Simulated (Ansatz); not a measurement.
Total energies of CH$_{6}$BFSeSi.

Z-matrix (Å, degrees):
```
B
Se 1 2.242
C 1 1.538 2 63.0
H 1 1.195 2 104.2 3 113.6
H 1 1.193 2 110.1 3 -113.5
Si 2 2.301 1 99.0 3 88.5
F 3 1.354 1 121.4 2 -106.9
H 3 1.087 1 124.5 2 99.0
H 6 1.480 2 109.8 1 -108.4
H 6 1.479 2 110.6 1 15.0
H 6 1.483 2 103.5 1 134.2
```

The species carries charge 0 and has multiplicity 1. Correlated methods include outer-core shells of Se, which these sets cover unevenly. Scalar relativity is left out up to krypton. The bonds changed during the relaxation, so this is another structure than the one it started from. The structure was optimised at the PBE0-D4/def2-TZVP level. It is one conformer, not always the lowest. Basis def2-TZVPP, Ansatz.

RPA on PBE orbitals: Hartree–Fock energy of these orbitals -2854.25017 Eh, correlation -1.52504 Eh (frozen core).

```
             functional  energy without D4 (Eh)  D4 term (kJ/mol)
            LDA (SPW92)             -2851.62752                 –
                    PBE             -2856.81664             -27.6
                   BLYP             -2857.50550             -60.4
                 r2SCAN             -2857.40355              -6.5
                 B97M-V             -2856.98508                 –
HSE06 (plane-wave form)             -2856.92351             -21.9
                  BHLYP             -2857.43145             -36.6
              CAM-B3LYP             -2857.58437             -24.0
                LC-ωPBE             -2856.99993                 –
                ωB97M-V             -2857.29965                 –
```

**Question.** Give the same for revPBE, PBE0, B3LYP, r2SCANh, r2SCAN0, ωB97X-V, B2PLYP, PBE-QIDH. (Best estimate.)

**Answer.** Computed: 
```tsv
functional	energy without D4 (Eh)	D4 term (kJ/mol)
revPBE	-2857.21002	-78.4
PBE0	-2856.93546	-23.4
B3LYP	-2857.58850	-45.1
r2SCANh	-2857.39083	-7.0
r2SCAN0	-2857.37333	-7.7
ωB97X-V	-2857.20656	–
B2PLYP	-2856.90263	–
PBE-QIDH	-2856.51130	–
```

B3LYP takes the VWN-RPA correlation (the form of Gaussian; ORCA's B3LYP/G). HSE06 is the plane-wave form, built on full-range PBE exchange. The double hybrids freeze the cores in their second-order part.

LC-ωPBE has ω = 0.4 bohr⁻¹.
